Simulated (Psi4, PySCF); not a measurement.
Internal rotation in C₉H₈OS₂, SMILES COc1ccsc1-c1ccsc1. Scanned: dihedral C1–O2–C3–C4; all other coordinates were relaxed at GFN2-xTB. Points at φ and −φ are mirror images. Heavy atoms are numbered in the order of the SMILES COc1ccsc1-c1ccsc1, hydrogens after them in the order of the atoms that carry them; the mirror image has the same energies with the sign of each dihedral reversed.

- PBE/def2-SVP // GFN2-xTB (Psi4)
- RHF/6-31G* = restricted Hartree-Fock/6-31G*, spherical d, density fitting // GFN2-xTB (PySCF 2.14.0)
- PBE-D3(BJ)/def2-SVP // GFN2-xTB (Psi4)

Energies relative to the lowest point of each profile, in kcal/mol:

| φ / ° | PBE/def2-SVP | RHF/6-31G* |
|---|---|---|
| -150 | 4.6 | 2.8 |
| -120 | 3.7 | 1.5 |
| -90 | 2.7 | 0.0 |
| -60 | 2.0 | 0.1 |
| -30 | 0.8 | 0.3 |
| 0 | 0.0 | 0.2 |
| 30 | 0.8 | 0.3 |
| 60 | 2.0 | 0.1 |
| 90 | 2.7 | 0.0 |
| 120 | 3.7 | 1.5 |
| 150 | 4.6 | 2.8 |
| 180 | 5.4 | 2.7 |

Estimate the PBE-D3(BJ)/def2-SVP values at these points.

-150: 3.9; -120: 3.1; -90: 2.4; -60: 1.9; -30: 0.8; 0: 0.0; 30: 0.8; 60: 1.9; 90: 2.4; 120: 3.1; 150: 3.9; 180: 4.7 (kcal/mol).
